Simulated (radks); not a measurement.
Spherical quantum dot in the effective-mass picture: electrons in a hard-walled sphere of radius 1.74, all in effective atomic units (hartree* = m*/eps^2 hartree, bohr* = eps/m* bohr), one dielectric constant everywhere. Calculated with a radial shooting solver with Libxc functionals: non-relativistic Kohn-Sham, LDA (Slater exchange, Perdew-Wang correlation), spin-polarised, spherical densities. Levels are named by radial order and angular momentum (1s, 1p, 1d, 2s, ...), and open shells are averaged over m. Results are scaled to m* = 0.033 and eps = 16.2, for which hartree* = 3.422 meV and bohr* = 25.98 nm. Each electron was tried in the lowest free levels, single moves between levels near the top were tried too, and the lowest total energy was kept; such a search can miss a lower state. At N = 1 the Hartree and exchange-correlation terms need not cancel, so that row can carry a self-interaction error.

| N | open shells | 2S | E (meV) | mu = E(N) - E(N-1) (meV) | addition energy mu(N+1) - mu(N) (meV) | e(HOMO) (meV) | rms radius (nm) |
|---|---|---|---|---|---|---|---|
| 1 | 1s(up 1, down 0) | 1 | 5.71685 | 5.7169 | 3.242 | 6.9461 | 24.15 |
| 2 | none | 0 | 14.6754 | 8.9585 | 7.948 | 10.224 | 24.69 |
| 3 | 1p(up 1, down 0) | 1 | 31.5820 | 16.907 | 2.517 | 18.147 | 26.13 |
| 4 | 1p(up 2, down 0) | 2 | 51.0060 | 19.424 | 2.590 | 20.712 | 26.91 |
| 5 | 1p(up 3, down 0) | 3 | 73.0198 | 22.014 | 3.367 | 23.320 | 27.42 |
| 6 | 1p(up 3, down 1) | 2 | 98.4004 | 25.381 | 2.482 | 26.607 | 27.82 |
| 7 | 1p(up 3, down 2) | 1 | 126.263 | 27.862 | 2.542 | 29.127 | 28.14 |
| 8 | none | 0 | 156.667 | 30.404 | 9.069 | 31.686 | 28.41 |
| 9 | 1d(up 1, down 0) | 1 | 196.141 | 39.474 | 2.445 | 40.693 | 28.82 |
| 10 | 1d(up 2, down 0) | 2 | 238.060 | 41.919 | 2.461 | 43.148 | 29.16 |
| 11 | 1d(up 3, down 0) | 3 | 282.440 | 44.380 | 2.471 | 45.614 | 29.45 |
| 12 | 1d(up 4, down 0) | 4 | 329.291 | 46.851 | 2.477 | 48.089 | 29.69 |
| 13 | 1d(up 5, down 0) | 5 | 378.619 | 49.328 | 3.187 | 50.568 | 29.91 |
| 14 | 1d(up 5, down 1) | 4 | 431.134 | 52.515 | 2.415 | 53.719 | 30.10 |
| 15 | 1d(up 5, down 2) | 3 | 486.064 | 54.930 | 2.430 | 56.143 | 30.28 |
| 16 | 1d(up 5, down 3) | 2 | 543.424 | 57.360 | 2.440 | 58.579 | 30.44 |
| 17 | 1d(up 5, down 4) | 1 | 603.225 | 59.800 | 2.446 | 61.023 | 30.59 |
| 18 | none | 0 | 665.471 | 62.247 | 9.799 | 63.471 | 30.72 |
| 19 | 2s(up 1, down 0) | 1 | 737.517 | 72.046 | 2.950 | 73.606 | 30.58 |
| 20 | 2s(up 1, down 0) 1f(up 1, down 0) | 2 | 812.513 | 74.996 | 2.382 | 76.186 | 30.76 |
| 21 | 2s(up 1, down 0) 1f(up 2, down 0) | 3 | 889.892 | 77.378 | 2.343 | 78.685 | 30.92 |
| 22 | 1f(up 4, down 0) | 4 | 969.612 | 79.721 | 2.287 | 80.812 | 31.35 |
| 23 | 1f(up 5, down 0) | 5 | 1051.62 | 82.008 | 2.394 | 83.205 | 31.48 |
| 24 | 1f(up 6, down 0) | 6 | 1136.02 | 84.402 | 2.395 | 85.599 | 31.60 |
| 25 | 1f(up 7, down 0) | 7 | 1222.82 | 86.797 | 3.007 | 87.994 | 31.71 |
| 26 | 2s(up 1, down 0) 1f(up 7, down 0) | 8 | 1312.62 | 89.804 | 2.469 | 91.370 | 31.58 |
| 27 | 1f(up 7, down 2) | 5 | 1404.90 | 92.272 | 2.311 | 93.400 | 31.92 |
| 28 | 1f(up 7, down 3) | 4 | 1499.48 | 94.583 | 2.369 | 95.767 | 32.01 |
| 29 | 1f(up 7, down 4) | 3 | 1596.43 | 96.952 | 2.371 | 98.137 | 32.10 |
| 30 | 1f(up 7, down 5) | 2 | 1695.75 | 99.323 | 2.373 | 100.51 | 32.19 |
| 31 | 1f(up 7, down 6) | 1 | 1797.45 | 101.70 | 2.375 | 102.88 | 32.27 |
| 32 | none | 0 | 1901.52 | 104.07 | 3.611 | 105.26 | 32.35 |
| 33 | 2s(up 1, down 0) | 1 | 2009.20 | 107.68 | 3.685 | 109.24 | 32.23 |
| 34 | none | 0 | 2120.57 | 111.37 | - | 112.93 | 32.12 |

All shells are closed at N = 2, 8, 18, 32, 34 (there: 1s2 1p6 1d10 2s2 1f14); the second difference of the energy has clear peaks (12 % above both neighbours; the first and last values, which can be the largest, are not judged, and half-filled shells can peak too) at N = 2, 5, 8, 13, 18, 25.
